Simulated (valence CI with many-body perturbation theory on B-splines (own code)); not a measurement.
The numbers below are computed, except where a source is named.
## Fe¹⁹⁺: configurations and terms from energies and g

Level of theory: relativistic CI+MBPT: five valence electrons over a frozen Dirac-Fock core [He], radial functions for each j: 9 s, 9 p, 8 d, 6 f, 3 g, 1 h, with the one-electron correlation potential Σ1 (screened to all orders), the two-electron term Σ2, the three-electron term Σ3, Breit, model QED; selected single and double excitations, second order for the rest (own B-spline code, finite nucleus).

No measured levels were compared; by estimate levels of excited configurations hold to 0.05 to 0.15 % of their energy, terms of the ground configuration to about 0.5 %. Among the levels kept, up to 2100 cm⁻¹ of a level comes from second order outside the variational space, and about a tenth of that is noise between levels of different J, which matters for small intervals.

```tsv
No.	J	Parity	E (cm⁻¹)	g
1	3/2	odd	0	1.906
2	3/2	odd	138900	0.985
3	5/2	odd	176410	1.196
4	1/2	odd	260710	0.661
5	3/2	odd	323660	1.234
6	5/2	even	752890	1.586
7	3/2	even	820790	1.718
8	1/2	even	842670	2.632
9	3/2	even	1043100	0.837
10	5/2	even	1058900	1.208
11	1/2	even	1196100	1.696
12	3/2	even	1243300	1.302
13	1/2	even	1340900	0.999
14	3/2	odd	1955400	1.330
```

Energies count from the lowest level. Strongly mixed levels and levels close to another of their J and parity are left out, so the numbers can have gaps.

(1) Give configuration and LS term of each level.

Results:

(1) 1: 2s²2p³ ⁴S°; 2: 2s²2p³ ²D°; 3: 2s²2p³ ²D°; 4: 2s²2p³ ²P°; 5: 2s²2p³ ²P°; 6: 2s2p⁴ ⁴P; 7: 2s2p⁴ ⁴P; 8: 2s2p⁴ ⁴P; 9: 2s2p⁴ ²D; 10: 2s2p⁴ ²D; 11: 2s2p⁴ ²S; 12: 2s2p⁴ ²P; 13: 2s2p⁴ ²P; 14: 2p⁵ ²P°.
